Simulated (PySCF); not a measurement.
The complex Ti(CH3)2 (charge 0) contains Ti(II), shell d2. The structure is a PBE0-D3(BJ)/def2-TZVP geometry optimised for multiplicity 3; coordination irregular, point group C2v, metal–donor distances 2.10 Å.

The d shell alone is too small an active space for Ti(CH3)2 (an active orbital has only 0.68 squared overlap with the free ion's shell): its levels, fitted parameters, g values and moments show what this model gives and aren't sound predictions.

Method (PySCF 2.14, density fitting): CASSCF(2,5) with orbitals averaged over all microstates of the shell, strongly contracted NEVPT2 on the averaged canonical orbitals; basis x2c-TZVPall on the metal, x2c-SVPall elsewhere; spin-free X2C; gas phase; spin-orbit coupling by state interaction with the mean-field operator over all roots.

CASSCF energies above the lowest CASSCF root:

| state | CASSCF / cm⁻¹ |
| --- | --- |
| 3B2 | 0 |
| 3A1 | 665 |
| 3B1 | 3674 |
| 3A2 | 4012 |
| 3B2 | 5526 |
| 3A2 | 6353 |
| 3B1 | 8157 |
| 1A1 | 8314 |
| 1B2 | 11391 |
| 1A1 | 11528 |
| 1B1 | 12690 |
| 1A2 | 12695 |
| 3A2 | 13600 |
| 1A1 | 13793 |
| 1B2 | 13924 |
| 1A2 | 16030 |
| 3B2 | 16312 |
| 1B1 | 18913 |
| 1A1 | 19370 |
| 3B1 | 19551 |
| 1A2 | 20222 |
| 1B1 | 24232 |

Problem. How does dynamic correlation (SC-NEVPT2) move these states?

Solution. 
```csv
state,NEVPT2 / cm⁻¹,shift / cm⁻¹
3B2,0,0
3A1,715,+50
3B1,6234,+2560
3A2,6681,+2669
3B2,7332,+1806
3A2,7633,+1280
3B1,9713,+1556
1A1,6204,-2110
1B2,9901,-1490
1A1,10166,-1362
1B1,13128,+438
1A2,12540,-155
3A2,13226,-374
1A1,13169,-624
1B2,13307,-618
1A2,15570,-460
3B2,17301,+989
1B1,18992,+79
1A1,16777,-2593
3B1,17984,-1567
1A2,20523,+301
1B1,22539,-1693
```

NEVPT2 lifts 3B1 from 3674 to 6234 cm⁻¹; on the d shell alone such lifts tend to overshoot.
